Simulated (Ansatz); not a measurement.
The first iterations of a band of C₃H₈BN (13 atoms, charge 0, multiplicity 1).

Level of theory: RHF/def2-SVP (Ansatz 0.2.0).

- movable images: 5
- climbing image: yes
- spring: 50.0 eV/Å²
- optimiser: quadratic models (default)
- start path: through a guess of the saddle point
- force threshold: 0.05 eV/Å
- iteration limit: 60
- end points: relaxed

Image 0:

```xyz
13
Properties=species:S:1:pos:R:3
C -1.401 1.230 -0.767
B -0.289 0.253 -0.220
C 0.271 -0.205 1.224
C 1.226 -1.088 0.376
N 0.630 -0.590 -0.856
H -1.227 2.247 -0.405
H -2.385 0.931 -0.393
H -1.446 1.259 -1.858
H -0.408 -0.766 1.869
H 0.775 0.552 1.828
H 1.105 -2.165 0.522
H 2.288 -0.847 0.482
H 0.882 -0.845 -1.788
```

Image 6:

```xyz
13
Properties=species:S:1:pos:R:3
C -1.471 0.858 -0.683
B -0.189 0.225 -0.008
C 0.806 0.352 1.212
C 0.419 -0.997 0.652
N 0.884 -0.788 -0.736
H -2.190 1.145 0.088
H -1.976 0.161 -1.359
H -1.229 1.760 -1.252
H 0.363 0.581 2.178
H 1.853 0.665 1.148
H 0.523 -1.430 -1.418
H 0.369 -1.986 1.085
H 1.859 -0.580 -0.891
```

| iteration | highest image above the first end (eV) | largest band force component (eV/Å) |
| --- | --- | --- |
| 1 | 10.200 | 25.671 |
| 2 | 5.740 | 9.834 |
| 3 | 5.163 | 6.920 |
| 4 | 5.375 | 2.814 |
| 5 | 4.714 | 1.393 |
| 6 | 3.771 | 2.503 |
| 7 | 3.713 | 1.461 |
| 8 | 3.649 | 1.128 |
| 9 | 3.891 | 1.579 |
| 10 | 4.515 | 1.892 |
| 11 | 4.614 | 1.692 |
| 12 | 4.553 | 1.540 |
| 13 | 4.398 | 1.329 |
| 14 | 4.297 | 1.104 |
| 15 | 4.204 | 0.996 |
| 16 | 4.108 | 0.989 |
| 17 | 3.968 | 1.195 |
| 18 | 4.427 | 3.286 |
| 19 | 4.254 | 3.014 |
| 20 | 4.095 | 50.983 |

Question: Does the band converge within its limit, and where does its top end?

Answer: The run ended unconverged. It ended after 60 iterations with the highest image 3.844 eV above the first end. The band didn't meet its force threshold, so its energies are provisional: the largest band force was still 0.20 eV/Å, and over the last iterations the top stayed at 3.85 eV. Neighbouring images lie up to 3.0 Å apart, so the band is torn or far too coarse. The orbitals stay closed-shell, which can raise the energy where a bond breaks towards radicals; this wasn't checked here.

Run time: 2.9 min on 2 threads of AMD EPYC 9R45 96-Core Processor (Zen 5), with other jobs on the host, peak memory 0.26 GiB.
